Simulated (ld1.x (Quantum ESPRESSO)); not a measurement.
**lanthanum (La) TM: all-electron and pseudo phase curves**

lanthanum (La), norm-conserving Troullier–Martins (Kleinman–Bylander form), made with ld1.x (Quantum ESPRESSO) 7.5 (PBEsol, fully relativistic). Core [Xe], reference 4f0 5d1 6s1.75 6p0 (charge +0.25). Waves: 6p (bound, empty): rc 3.95 bohr; 5d (bound): rc 2.70 bohr; 4f (bound, empty): rc 1.40 bohr; 6s (bound): rc 3.35 bohr. Local part: the s channel. Core correction: none.

Open shells are filled in proportion to 2j + 1 (rel_dist='average').

The phase is arctan(r·u′/u) with u = r·R(r), unwrapped; energies in Ry, scanned from -2 to 5 Ry. A pole is an energy at which the radial function vanishes at the test radius. The pseudo phase is shifted by a multiple of π to meet the all-electron one at the reference energy, and phase errors are pseudo minus all-electron; the curves can meet again beyond the range given. Levels narrower than the energy grid can be missing from the lists of poles.

```tsv
channel	radius (bohr)	reference energy (Ry)	poles, all-electron	poles, pseudo	unbroken range about the reference energy with phases within 0.05 rad	phase error 1 Ry above the reference energy (rad)
s	4.32	-0.35	0.36, 3.73	0.31, 2.13, 4.78	below 0.7	-0.037
p1/2	4.32	-0.18	-1.86, 0.90, 4.40	0.78, 3.61	-1.8 to 1.1	-0.032
p3/2	4.32	-0.16	-1.67, 1.01, 4.59	0.82, 3.87	-1.6 to 0.9	-0.049
d3/2	4.32	-0.33	-0.16, 2.16	-0.16, 2.71	below 0.4	+0.231
d5/2	4.32	-0.32	-0.14, 2.19	-0.14, 2.74	below 0.4	+0.215
f5/2	4.32	-0.43	-0.42, 1.41, 4.04	-0.42, 2.22	below 0.1	+0.812
f7/2	4.32	-0.41	-0.40, 1.42, 4.05	-0.40, 2.22	below 0.1	+0.864
```

Phases in the d5/2 channel:

```
E (Ry)  all-electron  pseudo
 -2.00         1.396   1.397
 -1.52         1.365   1.366
 -1.04         1.303   1.304
 -0.56         1.020   1.025
 -0.08        -1.630  -1.624
  0.40        -1.935  -1.891
  0.88        -3.337  -2.671
  1.36        -4.476  -4.304
  1.84        -4.649  -4.571
  2.32        -4.731  -4.664
  2.80        -4.801  -4.719
  3.28        -4.913  -4.763
  3.76        -5.425  -4.814
  4.24        -7.465  -4.895
  4.72        -7.715  -5.133
```
